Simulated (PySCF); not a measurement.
Relaxation of singlet YSe₂⁻

Method: PBE0 in PySCF with Y def2-SVPD with ECP28, Se def2-SVPD; scalar-relativistic core potentials, no spin–orbit coupling; density-fitted integrals. A (50,194) grid was used.

A hand-made bent start, of C2v symmetry, held to at least that symmetry:

```xyz
3
charge -1 multiplicity 1, angstrom
Y     0.0000    0.0000   -0.8735
Se    1.9414    0.0000    0.4859
Se   -1.9414    0.0000    0.4859
```

Problem. What forces act on the atoms at the start (eV/Å)?

Solution. 
| atom | Fx | Fy | Fz |
| --- | --- | --- | --- |
| Y1 | 0.00 | 0.00 | -2.63 |
| Se2 | 2.32 | 0.00 | 1.32 |
| Se3 | -2.32 | 0.00 | 1.32 |

Problem. What does it relax to?

Solution. It ends at C2v with Y–Se 2.538 Å (×2); Se–Y–Se 135.7° (after a last refinement on a finer grid). A frequency run shows a minimum. Other isomers or separated fragments may lie lower.

Problem. How much energy is released, and in how many steps?

Solution. 51.5 kJ/mol in 8 steps.
